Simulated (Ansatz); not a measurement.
Stepwise reaction of `C[CH2][Ge][CH2]C` with methanol, as a gas-phase model of exchange steps in deposition or etching. ΔE in kJ/mol; ΔG adds harmonic PBE0-D4 terms to CCSD(T)/CBS, at 1 bar.

Calculated with Ansatz (gas phase, PBE0-D4/def2-TZVP geometries, no zero-point term in ΔE). CCSD(T)/CBS is the MP2 limit (def2-TZVPP, def2-QZVPP) plus CCSD(T) − MP2 in def2-TZVPP, frozen cores. This one scheme is used for every species. DFT in def2-TZVPP. B3LYP here is the variant with VWN-RPA as its local correlation; programs differ in this. For Ge outer-core shells are correlated without core-valence functions, which leaves a few kJ/mol of doubt a bond. Scalar relativity is left out up to krypton. Each species was taken in one conformer, which may not be the lowest.

```csv
step,reaction,PBE-D4,B3LYP-D4,ωB97M-V,CCSD(T)/CBS,ΔG(500 K)
1,`C[CH2][Ge][CH2]C` + CH₃OH → `C[CH2][Ge][O]C` + `CC`,-123.5,-127.8,-122.1,-117.6,-109.1
2,`C[CH2][Ge][O]C` + CH₃OH → `C[O][Ge][O]C` + `CC`,-118.6,-125.9,-121.3,-116.1,-108.0
```

(1) By hand: ΔE of the 2 steps together at CCSD(T)/CBS.

Answers

(1) (-117.6) + (-116.1) = -233.7 kJ/mol, or -116.8 kJ/mol a step.

In ΔE the steps differ by no more than 1.5 kJ/mol. All are downhill at CCSD(T)/CBS. ΔG lies between -109.1 and -108.0 kJ/mol a step. PBE-D4 differs from CCSD(T)/CBS by -5.9 to -2.5 kJ/mol a step. Isolated molecules leave out the surface, adducts and barriers. Largest T1 diagnostic: 0.015.
